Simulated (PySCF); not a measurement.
## Working with the constants of BeN

UHF-CCSD(T) constants of BeN, ⁴Σ⁻ (quartet), unpaired electrons σ ↑, π ↑↑ (basis Be aug-pcseg-1, N aug-pcseg-1; no relativity; PySCF 2.14; masses 9.0122 and 14.0031 u):

```
ωe              : 829.2 cm⁻¹
ωexe            : 10.4 cm⁻¹
Be              : 1.1266 cm⁻¹
αe              : 0.0186 cm⁻¹
D (centrifugal) : 8.32e-06 cm⁻¹
De to Be + N    : 1.02 eV
```

Give the vibrational terms G(v) and spacings up to v = 6.

G(v) = ωe(v+½) − ωexe(v+½)².

```json
{"v": "0", "G(v) (cm⁻¹)": "412", "G(v) − G(v−1)": "", "Bv (cm⁻¹)": "1.117"}
{"v": "1", "G(v) (cm⁻¹)": "1220", "G(v) − G(v−1)": "808", "Bv (cm⁻¹)": "1.099"}
{"v": "2", "G(v) (cm⁻¹)": "2008", "G(v) − G(v−1)": "788", "Bv (cm⁻¹)": "1.080"}
{"v": "3", "G(v) (cm⁻¹)": "2775", "G(v) − G(v−1)": "767", "Bv (cm⁻¹)": "1.062"}
{"v": "4", "G(v) (cm⁻¹)": "3521", "G(v) − G(v−1)": "746", "Bv (cm⁻¹)": "1.043"}
{"v": "5", "G(v) (cm⁻¹)": "4246", "G(v) − G(v−1)": "725", "Bv (cm⁻¹)": "1.024"}
{"v": "6", "G(v) (cm⁻¹)": "4950", "G(v) − G(v−1)": "704", "Bv (cm⁻¹)": "1.006"}
```

Correlated steps freeze 1 core orbital. Correlated levels converge slowly with the basis: in double zeta they bind strong bonds too weakly, by up to about 1 eV, and carry superposition errors of some tenths. The state was picked by a PBE0 search and need not be the measured ground state.
